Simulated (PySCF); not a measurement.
## Ionisation energy of Xe by level of theory

Xe [Xe] (1S) → Xe⁺ [Kr] 4d10 5s2 5p5 (2P), as a difference of total energies. All numbers are calculated (PySCF 2.14, scalar relativity by spin-free X2C-1e, in x2c-TZVPall (8s6p4d2f, 60 functions)). Correlated levels: valence: [Kr] 4d10 frozen. The calculations carry no spin-orbit coupling.

```tsv
method	ionisation energy (eV)	error (eV)
UHF	11.543	-1.022
B3LYP	12.498	-0.067
BP86	12.542	-0.023
MP2 (valence)	12.302	-0.263
SCS-MP2 (valence)	12.232	-0.333
```

Reference: 12.565 eV (measured; NIST levels, between the centres of gravity of the two terms).

Errors of the correlated levels include the incompleteness of this basis and the frozen core.
